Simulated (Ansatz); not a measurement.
System: BNH2Br2, charge 0, singlet. BNH2Br2 (SMILES NB(Br)Br).
B3LYP-D3(BJ)/def2-TZVP minimum from Ansatz (a first-principles code):
```xyz
6

B     -0.4043     0.3661    -0.3469
Br     1.3585    -0.0449    -1.0299
Br    -0.9553    -0.3203     1.3759
N     -1.2684     1.1487    -1.0884
H     -2.1932     1.3849    -0.7681
H     -1.0194     1.5246    -1.9886
```
Charge 0, spin multiplicity 1.

Total energies in cc-pVDZ, 24 correlated electrons, 30 frozen orbitals. UHF or UKS for unpaired electrons; spin-orbit terms are left out. Cores are frozen in correlated methods (noble-gas shells, and filled d and f shells in the p block). No relativity. Spin-orbit terms, left out, reach several kcal/mol for Br and I, and more for heavier atoms.

| method | program | energy (Eh) | minus CCSDT(Q) (mEh) |
|---|---|---|---|
| HF | Ansatz | -5225.20713 | 529.12 |
| MP2 | Ansatz | -5225.68859 | 47.65 |
| CCSD | Ansatz | -5225.72040 | 15.85 |
| CCSD(T) | Ansatz | -5225.73443 | 1.82 |
| CCSDT(Q) | Ansatz | -5225.73625 | 0.00 |

Rough core times of Ansatz's runs on a shared machine: CCSD(T) under 20 s, CCSDT(Q) 2 min.
